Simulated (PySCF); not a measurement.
# Atomic charges against the basis set

CH9BSi2.
Numbering: `[BH2:1][SiH2:2][CH2:3][SiH3:4]` (hydrogens: H5, H6 on B1; H7, H8 on Si2; H9, H10 on C3; H11, H12, H13 on Si4)

PBE0 throughout (PySCF), one geometry, spherical d and f functions. Geometry: PBE0-D3(BJ)/def2-SVP, one conformer, isolated molecule. Atoms taken as equivalent share a column and are averaged. The first 7 of 8 kinds of atom are listed.

Mulliken charges (e):

```json
{"basis": "STO-3G", "functions": "37", "B1": "+0.007", "Si2": "+0.488", "C3": "-0.457", "Si4": "+0.530", "H5/H6": "-0.043", "H7/H8": "-0.121", "H9/H10": "+0.066"}
{"basis": "6-31G", "functions": "62", "B1": "-0.068", "Si2": "+0.524", "C3": "-0.952", "Si4": "+0.554", "H5/H6": "-0.005", "H7/H8": "-0.092", "H9/H10": "+0.224"}
{"basis": "pcSseg-0", "functions": "62", "B1": "-0.197", "Si2": "+0.494", "C3": "-1.423", "Si4": "+0.552", "H5/H6": "+0.069", "H7/H8": "-0.010", "H9/H10": "+0.300"}
{"basis": "6-31G*", "functions": "82", "B1": "-0.087", "Si2": "+0.343", "C3": "-0.788", "Si4": "+0.362", "H5/H6": "+0.020", "H7/H8": "-0.055", "H9/H10": "+0.217"}
{"basis": "cc-pVDZ", "functions": "109", "B1": "-0.053", "Si2": "+0.193", "C3": "-0.338", "Si4": "+0.215", "H5/H6": "+0.011", "H7/H8": "-0.036", "H9/H10": "+0.084"}
{"basis": "def2-SVP", "functions": "109", "B1": "-0.036", "Si2": "+0.274", "C3": "-0.527", "Si4": "+0.354", "H5/H6": "+0.012", "H7/H8": "-0.052", "H9/H10": "+0.106"}
{"basis": "6-311+G(2d,p)", "functions": "178", "B1": "-0.080", "Si2": "+0.360", "C3": "-0.714", "Si4": "+0.344", "H5/H6": "+0.018", "H7/H8": "-0.058", "H9/H10": "+0.179"}
{"basis": "aug-cc-pVDZ", "functions": "181", "B1": "-1.683", "Si2": "-0.361", "C3": "+0.299", "Si4": "-0.575", "H5/H6": "+0.810", "H7/H8": "+0.315", "H9/H10": "-0.352"}
{"basis": "def2-TZVP", "functions": "190", "B1": "-0.055", "Si2": "+0.098", "C3": "-0.440", "Si4": "+0.133", "H5/H6": "+0.038", "H7/H8": "-0.018", "H9/H10": "+0.146"}
{"basis": "IGLO-III", "functions": "248", "B1": "+0.033", "Si2": "+0.575", "C3": "-0.778", "Si4": "+0.710", "H5/H6": "-0.041", "H7/H8": "-0.158", "H9/H10": "+0.181"}
{"basis": "cc-pVTZ", "functions": "254", "B1": "-0.114", "Si2": "+0.146", "C3": "-0.352", "Si4": "+0.149", "H5/H6": "+0.048", "H7/H8": "-0.028", "H9/H10": "+0.110"}
```

IAO charges (e):

```
        basis  functions      B1     Si2      C3     Si4   H5/H6   H7/H8  H9/H10
       STO-3G         37  -0.145  +0.609  -0.749  +0.632  +0.006  -0.115  +0.128
        6-31G         62  -0.171  +0.460  -0.770  +0.449  +0.035  -0.069  +0.170
     pcSseg-0         62  -0.179  +0.444  -0.791  +0.443  +0.040  -0.059  +0.172
       6-31G*         82  -0.174  +0.564  -0.808  +0.576  +0.027  -0.100  +0.164
      cc-pVDZ        109  -0.189  +0.564  -0.805  +0.571  +0.032  -0.098  +0.163
     def2-SVP        109  -0.181  +0.577  -0.808  +0.592  +0.029  -0.103  +0.161
6-311+G(2d,p)        178  -0.194  +0.592  -0.832  +0.604  +0.032  -0.105  +0.167
  aug-cc-pVDZ        181  -0.190  +0.565  -0.812  +0.572  +0.032  -0.098  +0.165
    def2-TZVP        190  -0.197  +0.602  -0.838  +0.614  +0.032  -0.108  +0.168
     IGLO-III        248  -0.197  +0.602  -0.837  +0.613  +0.033  -0.107  +0.168
      cc-pVTZ        254  -0.194  +0.588  -0.832  +0.599  +0.033  -0.104  +0.168
```

Hirshfeld charges (e):

```csv
basis,functions,B1,Si2,C3,Si4,H5/H6,H7/H8,H9/H10
STO-3G,37,+0.112,+0.287,-0.171,+0.336,-0.071,-0.086,+0.007
6-31G,62,+0.090,+0.231,-0.231,+0.280,-0.048,-0.073,+0.048
pcSseg-0,62,+0.092,+0.254,-0.228,+0.299,-0.056,-0.073,+0.036
6-31G*,82,+0.092,+0.229,-0.230,+0.281,-0.049,-0.076,+0.053
cc-pVDZ,109,+0.087,+0.252,-0.235,+0.300,-0.053,-0.078,+0.048
def2-SVP,109,+0.087,+0.258,-0.238,+0.307,-0.054,-0.079,+0.047
"6-311+G(2d,p)",178,+0.090,+0.254,-0.251,+0.306,-0.053,-0.076,+0.047
aug-cc-pVDZ,181,+0.085,+0.256,-0.257,+0.304,-0.052,-0.075,+0.048
def2-TZVP,190,+0.087,+0.252,-0.250,+0.301,-0.052,-0.076,+0.050
IGLO-III,248,+0.086,+0.252,-0.249,+0.298,-0.053,-0.074,+0.049
cc-pVTZ,254,+0.087,+0.252,-0.248,+0.300,-0.052,-0.076,+0.050
```

ESP-fitted charges (e):

| basis | functions | B1 | Si2 | C3 | Si4 | H5/H6 | H7/H8 | H9/H10 |
| --- | --- | --- | --- | --- | --- | --- | --- | --- |
| STO-3G | 37 | +0.255 | +0.230 | -0.210 | +0.302 | -0.121 | -0.088 | +0.044 |
| 6-31G | 62 | +0.254 | +0.267 | -0.387 | +0.376 | -0.111 | -0.106 | +0.116 |
| pcSseg-0 | 62 | +0.259 | +0.294 | -0.557 | +0.429 | -0.112 | -0.100 | +0.156 |
| 6-31G* | 82 | +0.261 | +0.212 | -0.295 | +0.290 | -0.112 | -0.096 | +0.102 |
| cc-pVDZ | 109 | +0.243 | +0.189 | -0.237 | +0.226 | -0.105 | -0.089 | +0.089 |
| def2-SVP | 109 | +0.241 | +0.222 | -0.294 | +0.284 | -0.105 | -0.096 | +0.098 |
| 6-311+G(2d,p) | 178 | +0.253 | +0.220 | -0.281 | +0.259 | -0.111 | -0.097 | +0.099 |
| aug-cc-pVDZ | 181 | +0.251 | +0.228 | -0.289 | +0.270 | -0.112 | -0.098 | +0.099 |
| def2-TZVP | 190 | +0.249 | +0.231 | -0.276 | +0.269 | -0.111 | -0.101 | +0.096 |
| IGLO-III | 248 | +0.246 | +0.234 | -0.291 | +0.272 | -0.110 | -0.100 | +0.100 |
| cc-pVTZ | 254 | +0.245 | +0.235 | -0.280 | +0.273 | -0.110 | -0.101 | +0.097 |

Some averages cover members that differ in this geometry, most widely: H7/H8, Mulliken in aug-cc-pVDZ +0.261 to +0.368; H9/H10, Mulliken in aug-cc-pVDZ -0.380 to -0.324; H5/H6, Mulliken in aug-cc-pVDZ +0.797 to +0.824; H9/H10, ESP-fitted in 6-31G +0.103 to +0.129 e.

**Question.** Which scheme is steadiest as the basis changes?

**Answer.** Largest range over the bases for any column: Hirshfeld 0.09 e, IAO 0.19 e, ESP-fitted 0.35 e, Mulliken 1.72 e. Hirshfeld charges move least and Mulliken charges most, counted in e. Without the minimal STO-3G basis the ranges are Hirshfeld 0.03, IAO 0.17, ESP-fitted 0.32, Mulliken 1.72 e.

**Question.** How much do the charges still move between the two largest bases, IGLO-III and cc-pVTZ?

**Answer.** At most, over all atoms: Mulliken 0.561 e, IAO 0.014 e, Hirshfeld 0.002 e, ESP-fitted 0.011 e.

**Question.** What do the same runs give for the total energy, the frontier levels and the dipole moment?

**Answer.** 
| basis | energy (Eh) | HOMO (eV) | LUMO (eV) | μ (D) |
| --- | --- | --- | --- | --- |
| STO-3G | -639.5103 | -6.35 | 1.06 | 0.37 |
| 6-31G | -646.8566 | -8.19 | -2.10 | 0.68 |
| pcSseg-0 | -646.1263 | -8.56 | -2.51 | 0.53 |
| 6-31G* | -646.9295 | -8.10 | -2.10 | 0.75 |
| cc-pVDZ | -646.9643 | -8.15 | -2.28 | 0.75 |
| def2-SVP | -646.7386 | -8.21 | -2.35 | 0.72 |
| 6-311+G(2d,p) | -647.0062 | -8.23 | -2.40 | 0.76 |
| aug-cc-pVDZ | -646.9696 | -8.19 | -2.38 | 0.74 |
| def2-TZVP | -647.0120 | -8.21 | -2.40 | 0.77 |
| IGLO-III | -647.0165 | -8.21 | -2.41 | 0.75 |
| cc-pVTZ | -647.0156 | -8.21 | -2.38 | 0.76 |

The dipole is fixed by the density alone, so its range of 0.40 D shows that the density itself changes with the basis, not only its division among atoms.
